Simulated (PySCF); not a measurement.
All values below come from PySCF 2.14.0 with PBE-D3(BJ)/def2-TZVP // PBE0-D3(BJ)/def2-SVP. Gas-phase values, no solvent. One relaxed conformer stands for a flexible species; it need not be the lowest. Excitations are Tamm–Dancoff values on a coarser integration grid. The basis has no diffuse functions, so Rydberg states are missing or too high.

Reference species (SMILES): `B[C@@]12CC[C@@H](C1)[C@@H](S)C2` (neutral, multiplicity 1).

* **S1 oscillator strength**: 0.001
* **HOMO–LUMO gap**: 3.10 eV
* **S1 excitation (TDA)**: 3.10 eV
* **T1 excitation (TDA)**: 3.09 eV

Changed species: `C1C[C@]2(S)[C@H](B)[C@H]1CC2`.

Problem. Predict the effect on the S1 oscillator strength, HOMO–LUMO gap, S1 excitation (TDA) and T1 excitation (TDA).

Solution. the S1 oscillator strength hardly moves; the HOMO–LUMO gap falls by 0.10 eV, to 3.00 eV; the S1 excitation (TDA) falls by 0.09 eV, to 3.01 eV; the T1 excitation (TDA) drops by 0.11 eV, to 2.98 eV.
